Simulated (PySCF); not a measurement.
The same groups moved round the core (benzothiophene boryl+boryl). Gas-phase values, no solvent. One relaxed conformer stands for each flexible species; it need not be the lowest. Strings in code marks are SMILES.

Quantity: electronic energy of isomers of C8H8B2S relative to `Bc1cc2cccc(B)c2s1`, in kcal/mol.

Case: `Bc1ccc2c(B)csc2c1`. Geometry of `Bc1ccc2c(B)csc2c1` (neutral, multiplicity 1, Å):

```xyz
19

B      3.6451    -0.2603    -0.1317
C      2.1115    -0.1555    -0.0917
C      1.3193    -0.4498    -1.2333
C     -0.0599    -0.3616    -1.2173
C     -0.7144     0.0323    -0.0367
C     -2.1347     0.1922     0.2089
B     -3.2936    -0.0296    -0.7638
C     -2.3496     0.5964     1.5125
S     -0.9343     0.7922     2.4520
C      0.0716     0.3264     1.1032
C      1.4600     0.2377     1.0884
H      4.2968    -0.0040     0.8555
H      4.2097    -0.5985    -1.1469
H      1.8269    -0.7559    -2.1516
H     -0.6491    -0.5927    -2.1070
H     -4.4272     0.1533    -0.3847
H     -3.1020    -0.3840    -1.9035
H     -3.3223     0.7919     1.9669
H      2.0463     0.4696     1.9809
```

Problem. What electronic energy of isomers of C8H8B2S relative to `Bc1cc2cccc(B)c2s1` does PBE-D3(BJ)/def2-TZVP // PBE0-D4/def2-SVP (PySCF) give?

Solution. 1.44 kcal/mol.
